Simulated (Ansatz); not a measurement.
Basis sets compared for the cluster Li3Si2. The state is a doublet with charge 0. Geometry PBE0-D4/def2-TZVP. Ansatz on 4 threads of Arm Neoverse V1 on a shared host; times are rough, and most runs start from earlier orbitals.

```xyz
5

Li   -1.406   -0.830    1.127
Li   -1.298    1.440   -0.925
Li    2.230   -0.755    0.057
Si    0.467    0.810    0.695
Si    0.008   -0.665   -0.954
```

B3LYP takes the VWN-RPA correlation. The structure comes from a short search, and lower isomers may exist.

Binding counts from free atoms (Li doublet, Si triplet) in the same basis, without a counterpoise term.

| level | functions | energy (Eh) | HOMO (eV) | LUMO (eV) | binding per atom (eV) | wall time |
| --- | --- | --- | --- | --- | --- | --- |
| PBE-D4/def2-SVP | 63 | -600.9760 | -2.56 | -1.88 | 1.99 | 1.2 s |
| PBE-D4/def2-TZVP | 116 | -601.1927 | -2.62 | -1.95 | 1.97 | 1.8 s |
| r2SCAN-D4/def2-TZVP | 116 | -601.4792 | -2.72 | -1.77 | 1.95 | 4.2 s |
| B3LYP-D4/6-31G | 53 | -601.5142 | -3.16 | -1.55 | 1.65 | 1.4 s |
| B3LYP-D4/def2-TZVP | 116 | -601.6014 | -3.11 | -1.44 | 1.84 | 2.4 s |
| PBE0-D4/def2-SVP | 63 | -601.0365 | -3.28 | -1.16 | 1.93 | 1.3 s |
| PBE0-D4/def2-TZVP (with forces) | 116 | -601.2505 | -3.32 | -1.24 | 1.91 | 3.7 s |

Problem. Estimate the rows for PBE-D4/def2-TZVPD, r2SCAN-D4/def2-TZVPD, PBE0-D4/def2-TZVPD.

Solution. 
```tsv
level	functions	energy (Eh)	HOMO (eV)	LUMO (eV)	binding per atom (eV)	wall time
PBE-D4/def2-TZVPD	137	-601.1941	-2.63	-1.96	1.97	2.3 s
r2SCAN-D4/def2-TZVPD	137	-601.4808	-2.72	-1.75	1.96	5.5 s
PBE0-D4/def2-TZVPD	137	-601.2520	-3.32	-1.27	1.91	2.7 s
```
